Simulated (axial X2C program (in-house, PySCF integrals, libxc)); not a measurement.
**SiSe⁺ along the bond: B3LYP, with spin–orbit coupling**

All values were computed with an axial X2C code built on PySCF integrals. Two-component (2c) means X2C with spin–orbit coupling and atomic mean-field two-electron Coulomb and Gaunt terms. Basis: Se dyall-cv3z [8s9p6d4f1g], Si dyall-v3z [8s7p2d1f] (cores contracted in-house); Gaussian nuclei, density fitting, unrestricted open shells. Masses: Se 79.917 u, Si 27.977 u.

State: Ω = 3/2 (⟨Sz⟩ = 0.50, ⟨Lz⟩ = 1.00 at B3LYP). Dipoles are positive if Si is the positive end and refer to the centre of mass.

Results along the bond:

| R (Å) | μ (D) | HOMO (eV) | LUMO (eV) |
| --- | --- | --- | --- |
| 1.923 | 2.496 | -14.07 | -13.11 |
| 2.011 | 2.974 | -14.12 | -12.74 |
| 2.077 | 3.341 | -14.13 | -12.49 |
| 2.144 | 3.712 | -14.11 | -12.25 |
| 2.210 | 4.082 | -13.90 | -12.02 |
| 2.287 | 4.510 | -13.64 | -11.78 |
| 2.365 | 4.931 | -13.39 | -11.55 |
| 2.464 | 5.454 | -13.10 | -11.29 |
| 2.586 | 6.052 | -12.77 | -11.02 |
| 2.763 | 6.767 | -12.35 | -10.73 |

The state is a single determinant with fixed occupations, the lowest that a limited PBE0 search found. Density functionals use the spin component along the axis (collinear). Other states lie close and PBE0, whose exact exchange favours high spin, may order them wrongly; the determinant shown need not be the ground state. The nearest other 2c determinant of the search, Ω = 1/2, lies 0.17 eV up at the distance of the search. Without a current term, density functionals place determinants with orbital angular momentum somewhat too high.
